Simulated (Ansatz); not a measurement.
`C[SiH2][CH2][AlH][F]` → `[F][AlH][CH2][SiH3]` + `[CH2]` (triplet) at 400 K and 1 bar (formal loss of a carbene).

Calculated with Ansatz (gas phase, PBE0-D4/def2-TZVP geometries, no zero-point term in ΔE). CCSD(T)/CBS is the MP2 limit (def2-TZVPP, def2-QZVPP) plus CCSD(T) − MP2 in def2-TZVPP, frozen cores. This one scheme is used for every species. Triplets are unrestricted, without spin–orbit coupling. One conformer a species, not always the lowest.

```tsv
species	CCSD(T)/CBS energy (Eh)	H − E (kJ/mol)	S (J/(mol·K))
`C[SiH2][CH2][AlH][F]`	-711.90630	275.3	435.4
`[F][AlH][CH2][SiH3]`	-672.62924	191.9	388.0
`[CH2]` (triplet)	-39.09499	59.0	205.7
```

H − E and S are ideal-gas, rigid-rotor, harmonic terms from PBE0-D4/def2-TZVP, for one conformer and one mirror image of each species, with the whole ground term of open shells counted as degenerate. 1 Eh = 2625.50 kJ/mol, R = 8.31446 J/(mol·K).

By hand: ΔE, ΔH, ΔS and ΔG.

ΔE = (-672.62924) + (-39.09499) − (-711.90630) = 0.18207 Eh = 478.0 kJ/mol. Δ(H − E) = 191.9 + 59.0 − 275.3 = -24.4, so ΔH = 453.6 kJ/mol. ΔS = 388.0 + 205.7 − 435.4 = 158.3 J/(mol·K). ΔG = 453.6 − 400 × (158.3)/1000 = 390.3 kJ/mol.

By hand: the equilibrium constant, and the temperature at which ΔG would vanish if ΔH and ΔS stayed fixed.

log₁₀ K = −ΔG/(RT ln 10) = -51.0. ΔG = 0 at ΔH/ΔS = 2865 K, far beyond where these terms or the molecules hold.

The number of gas molecules changes by +1, which sets the sign of ΔS. A doubt of 5 kJ/mol in ΔE shifts log₁₀ K by 0.7 here. Other conformers and mirror images would add mixing entropy, several J/(mol·K) or more a flexible species. Modes under 60 cm⁻¹, often nearly free rotors, make the harmonic entropy too high. A triplet takes part, so the spin changes. These are equilibria of isolated gas molecules and say nothing of rates. Largest T1 diagnostic: 0.012 (customary marks: 0.02 for closed shells, 0.045 for open ones).
